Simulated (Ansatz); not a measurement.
Cartesian coordinates in Å:
```
C -0.418 -1.439 0.123
N -0.010 -0.044 0.136
Ge 0.184 0.717 -1.522
In 0.308 0.947 1.878
H 0.307 -2.079 -0.399
H -0.516 -1.832 1.140
H -1.389 -1.583 -0.371
H 0.616 2.178 -1.319
H -1.150 0.653 -2.301
H 1.247 -0.050 -2.342
H 0.039 -0.049 3.248
H 0.784 2.581 1.729
```

Charge 0, multiplicity 1. In takes the def2 core potential.

Problem. List the PBE/def2-TZVPP orbital energies in eV (Ansatz 0.2.0). (Best estimate.)

Solution. The calculation gave: Occupied: -10804.30, -1337.64, -1191.06, -1191.05, -1191.05, -380.19, -269.46, -162.26, -121.70, -113.70, -113.69, -113.68, -79.46, -79.17, -79.15, -29.58, -29.53, -29.51, -29.46, -29.46, -21.13, -18.69, -18.50, -18.49, -18.48, -18.42, -15.73, -13.22, -11.17, -10.31, -10.09, -9.15, -8.14, -8.07, -7.16, -6.90, -5.33. Lowest empty: -2.01, -0.92, -0.24, 0.52, 0.71, 0.85, 1.01, 1.12.
